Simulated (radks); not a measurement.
Valence configurations of the mercury ion Hg+ (all share [Xe]). Method: scalar-relativistic Kohn-Sham, PBE, spin-polarised, spherical densities, finite nucleus; open shells are filled with parallel spins first (spin-orbit coupling, left out, can overturn this in heavy ions); Fermi nuclear charge, rms radius 5.4648 fm; computed with a radial shooting solver on a logarithmic mesh with Libxc functionals. Energies are relative to 4f14 5d10 6s1; eigenvalues in eV for spin up.

valence	E (eV)	moment (Bohr magnetons)	e(4f)	e(5d)	e(6p)	e(6s)
4f14 5d10 6s1	0.000	1	-104.93	-18.985	-	-15.086
4f14 5d9.5 6s1.5	2.319	1	-106.83	-20.367	-	-15.572
4f14 5d9 6s2	4.881	1	-108.78	-21.777	-	-16.058
4f14 5d9.5 6s1 6p0.5	5.681	2	-107.72	-21.312	-8.725	-16.484
4f14 5d9 6s1 6p1	11.849	3	-110.51	-23.596	-9.606	-17.803
4f13.5 5d10 6s1.5	47.015	1	-113.14	-20.899	-	-15.576
4f13.5 5d10 6s1 6p0.5	50.465	2	-114.05	-21.862	-8.723	-16.507
4f13 5d10 6s2	97.431	1	-121.58	-22.919	-	-16.080
4f13 5d10 6s1 6p1	104.75	3	-123.37	-24.798	-9.631	-17.892
4f13 5d9.5 6s2 6p0.5	105.01	2	-124.60	-25.411	-9.175	-17.535

NIST lists [Xe] 4f14 5d10 6s1 as the ground configuration; this level of theory agrees among the configurations tried. The energies are those of spherical high-spin densities, not of single terms.
